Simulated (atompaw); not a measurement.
# Before and after: PAW (atompaw) potential for Se (Z = 34)

```json
{
  "Element": "Se",
  "Generator": "atompaw 4.2.0.5",
  "Type": "PAW",
  "Functional": "PBEsol",
  "Relativity": "scalar-relativistic",
  "Frozen core": "[Ar] 3d10",
  "Valence charge": "6",
  "Reference configuration": "4s2 4p4",
  "Partial waves": "4s (bound): rc 1.40 bohr; 4s channel at 2.35 Ry: rc 1.40 bohr; 4p (bound): rc 1.40 bohr; 4p channel at 0.15 Ry: rc 1.35 bohr; 4d channel at 0.15 Ry: rc 1.40 bohr; 4d channel at 2.45 Ry: rc 1.40 bohr",
  "Local potential": "troulliermartins scheme with l = 3 at 0 Ry, radius 1.05 bohr",
  "Core correction": "smooth core density matched at 1.25 bohr",
  "Augmentation charge": "besselshape compensation charge, radius 1.10 bohr; PAW radius 1.40 bohr; waves and projectors: custom polynom vanderbiltortho"
}
```

Change: local potential troulliermartins scheme with l = 3 at 0 Ry, radius 1.26 bohr.

Cutoffs: the cutoffs (Ry, on a coarse ladder) from which the occupation-weighted sum of valence levels, in a spherical-Bessel basis at the reference potential, stays within 10 and 1 mRy of its value at 400 Ry; they do not see the model core or the augmentation charge, which bear on the density cutoff.

**Question.** What does the change do?

**Answer.** The potential gets neither clearly harder nor softer (35 Ry and 50 Ry → 35 Ry and 55 Ry); both files keep a bound ghost (d, s); the range in which the p phases agree narrows (upper end 1.6 → 0.5).

```tsv
quantity	base	changed
cutoff, loose	35 Ry	35 Ry
cutoff, tight	50 Ry	55 Ry
bound ghosts	s, d	s, d
s: phases at 1.40 bohr within 0.05 rad from the reference energy up to (Ry; the scan ends near 5)	to the end of the scan	to the end of the scan
p: phases at 1.40 bohr within 0.05 rad from the reference energy up to (Ry; the scan ends near 5)	1.6	0.5
d: phases at 1.40 bohr within 0.05 rad from the reference energy up to (Ry; the scan ends near 5)	to the end of the scan	to the end of the scan
lowest overlap eigenvalue by channel	s 0.24, p 1.00, d 0.91	s 0.26, p 1.00, d 0.91
```

 A true bound ghost makes a file unfit for plane-wave use even where its test errors are small: the radial tests pick states by their node count and pass the ghost by. The cutoffs see the waves, projectors and local potential, not the compensation charge or the core.
